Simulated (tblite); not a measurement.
Species: C₃H₁₁BN₂Si.
SMILES with atom numbers: `[CH3:1][B:2]1[NH:3][CH2:4][SiH2:5][CH2:6][NH:7]1` (hydrogens: H8, H9, H10 on C1; H11 on N3; H12, H13 on C4; H14, H15 on Si5; H16, H17 on C6; H18 on N7)

Computed with GFN2-xTB (tblite), gas phase: L-BFGS steps from a force-field or distance-geometry start until the largest atomic force falls under 0.01 eV/Å.

Step 16: E = -567.5561 eV
```
atom  x, y, z in Å  |  force x, y, z in eV/Å
C1     -2.5888   -0.2735   -0.3032   -0.256   0.008   0.086
B2     -1.0396   -0.1376    0.1462   -0.275  -0.116  -0.762
N3     -0.2116   -1.2750   -0.0898    0.000   0.270   0.425
C4      1.2175   -1.2535   -0.3564    0.052  -0.062  -0.130
Si5     2.0758    0.1595    0.5560    0.388   0.119   0.468
C6      0.8716    1.5430    0.0691    0.355   0.187  -0.189
N7     -0.4974    1.1554    0.3050   -0.189  -0.356   0.206
H8     -2.5205   -0.1893   -1.3955   -0.093  -0.013   0.184
H9     -3.2949    0.4965    0.0143    0.387   0.202   0.113
H10    -3.1290   -1.2020   -0.1116    0.448  -0.156   0.106
H11    -0.5221   -2.1594    0.2681   -0.212  -0.140  -0.311
H12     1.3716   -1.0545   -1.4195   -0.098  -0.066  -0.321
H13     1.6461   -2.2358   -0.1844    0.059  -0.137   0.182
H14     3.4994    0.3818    0.2525   -0.186   0.031  -0.301
H15     2.0732   -0.0414    1.9927   -0.164  -0.096   0.415
H16     1.0702    2.4996    0.5432    0.099   0.094   0.210
H17     1.0341    1.7126   -1.0060   -0.175   0.108  -0.096
H18    -1.0646    1.8800    0.7078   -0.138   0.121  -0.286
```

Step 17: E = -567.6838 eV
```
atom  x, y, z in Å  |  force x, y, z in eV/Å
C1     -2.6095   -0.2789   -0.2836    0.215  -0.002   0.051
B2     -1.0432   -0.1418    0.1314   -0.395   0.086  -0.438
N3     -0.2071   -1.2668   -0.0688   -0.135  -0.689   0.397
C4      1.2197   -1.2526   -0.3567    0.140   0.147   0.099
Si5     2.0864    0.1628    0.5900   -0.075  -0.067   0.072
C6      0.8818    1.5474    0.0703   -0.095  -0.143   0.165
N7     -0.5017    1.1487    0.3217   -0.240   0.624   0.225
H8     -2.5320   -0.1918   -1.3741   -0.242  -0.027   0.118
H9     -3.2832    0.5193    0.0439    0.302  -0.143   0.076
H10    -3.1136   -1.2318   -0.0874    0.314   0.208   0.100
H11    -0.5601   -2.2058    0.1568    0.146   0.807  -0.488
H12     1.3873   -1.0626   -1.4273   -0.160  -0.085  -0.055
H13     1.6496   -2.2307   -0.1612    0.043  -0.132   0.128
H14     3.4921    0.3829    0.2356   -0.053   0.048  -0.261
H15     2.1095   -0.0423    2.0303   -0.175  -0.070   0.267
H16     1.0828    2.4914    0.5673    0.045   0.140   0.132
H17     1.0371    1.7192   -1.0025   -0.132   0.115  -0.078
H18    -1.1045    1.9398    0.6026    0.496  -0.818  -0.512
```

Step 18: E = -567.7415 eV
```
atom  x, y, z in Å  |  force x, y, z in eV/Å
C1     -2.6124   -0.2791   -0.2878    0.418   0.001   0.008
B2     -1.0478   -0.1411    0.0998   -0.127   0.132  -0.105
N3     -0.2042   -1.2692   -0.0471    0.093  -0.119   0.086
C4      1.2201   -1.2527   -0.3610    0.149   0.188   0.243
Si5     2.0868    0.1647    0.6100   -0.337  -0.162  -0.219
C6      0.8867    1.5524    0.0668   -0.299  -0.277   0.331
N7     -0.5040    1.1454    0.3295    0.299   0.275  -0.076
H8     -2.5475   -0.1926   -1.3771   -0.290  -0.030   0.035
H9     -3.2561    0.5370    0.0518    0.145  -0.297   0.078
H10    -3.0845   -1.2455   -0.0817    0.139   0.342   0.114
H11    -0.5620   -2.1957    0.1490   -0.025   0.265  -0.359
H12     1.3747   -1.0692   -1.4392   -0.148  -0.080   0.136
H13     1.6540   -2.2301   -0.1552    0.005  -0.061   0.066
H14     3.4775    0.3849    0.2165    0.046   0.053  -0.190
H15     2.0928   -0.0486    2.0526   -0.138  -0.043   0.157
H16     1.0917    2.4927    0.5746   -0.025   0.094   0.045
H17     1.0235    1.7253   -1.0082   -0.059   0.099   0.001
H18    -1.0979    1.9278    0.5951    0.154  -0.383  -0.351
```

Step 19: E = -567.7988 eV
```
atom  x, y, z in Å  |  force x, y, z in eV/Å
C1     -2.6024   -0.2820   -0.2826    0.377   0.054  -0.039
B2     -1.0466   -0.1389    0.0984    0.060   0.087  -0.143
N3     -0.2025   -1.2681   -0.0283    0.010  -0.460   0.017
C4      1.2194   -1.2487   -0.3529    0.092   0.091   0.225
Si5     2.0673    0.1614    0.6314   -0.176  -0.159  -0.194
C6      0.8839    1.5504    0.0764   -0.236  -0.184   0.279
N7     -0.5035    1.1471    0.3401    0.038   0.586  -0.092
H8     -2.5857   -0.1973   -1.3745   -0.191  -0.026   0.077
H9     -3.2168    0.5461    0.0788   -0.022  -0.392   0.084
H10    -3.0486   -1.2559   -0.0599   -0.003   0.397   0.145
H11    -0.5806   -2.2141    0.0590    0.096   0.652  -0.301
H12     1.3707   -1.0802   -1.4366   -0.126  -0.036   0.219
H13     1.6680   -2.2175   -0.1372   -0.044  -0.109   0.069
H14     3.4434    0.3847    0.1947    0.111   0.058  -0.144
H15     2.1076   -0.0518    2.0823   -0.164  -0.019  -0.032
H16     1.1139    2.4834    0.5926   -0.142   0.079   0.006
H17     1.0167    1.7313   -1.0018   -0.007   0.072   0.113
H18    -1.1129    1.9565    0.5084    0.326  -0.692  -0.289
```

**Question.** Estimate the geometry and energy of step 20. (The exact step hangs on the optimiser's Hessian estimate; all steps are aligned on step 19, rigid shifts and turns removed.)

**Answer.** E = -567.8408 eV, largest force 0.397 eV/Å
```
atom  x, y, z in Å  |  force x, y, z in eV/Å
C1     -2.5813   -0.2809   -0.2888    0.122   0.074  -0.111
B2     -1.0419   -0.1350    0.0933    0.346   0.036  -0.191
N3     -0.2016   -1.2708   -0.0174    0.162   0.055  -0.014
C4      1.2183   -1.2464   -0.3442    0.016  -0.106   0.095
Si5     2.0454    0.1560    0.6381    0.118  -0.060  -0.024
C6      0.8775    1.5475    0.0857    0.007   0.039   0.079
N7     -0.5009    1.1522    0.3411    0.091   0.008  -0.118
H8     -2.6197   -0.2010   -1.3814   -0.043  -0.009   0.123
H9     -3.1811    0.5421    0.0928   -0.179  -0.254   0.124
H10    -3.0172   -1.2490   -0.0477   -0.099   0.223   0.181
H11    -0.5811   -2.2045    0.0250   -0.120   0.165  -0.224
H12     1.3558   -1.0873   -1.4308   -0.053   0.000   0.208
H13     1.6797   -2.2103   -0.1287   -0.094  -0.124   0.079
H14     3.4129    0.3850    0.1772    0.138   0.055  -0.104
H15     2.0984   -0.0557    2.0951   -0.170  -0.006  -0.150
H16     1.1281    2.4798    0.5997   -0.226   0.034   0.006
H17     1.0065    1.7352   -0.9963    0.055   0.046   0.195
H18    -1.1067    1.9494    0.4755   -0.072  -0.176  -0.153
```

The energy changes by -0.0420 eV. The first-order estimate −F·Δx gives -0.0712 eV and the mean of the old and new forces, exact on a quadratic surface, -0.0421 eV. The step makes an angle of 65° with the force vector and moves no atom by more than 0.039 Å.

The cost below is that of the whole relaxation. On Arm Neoverse N1, one thread, no GPU, on a shared host, this took 0.62 s.
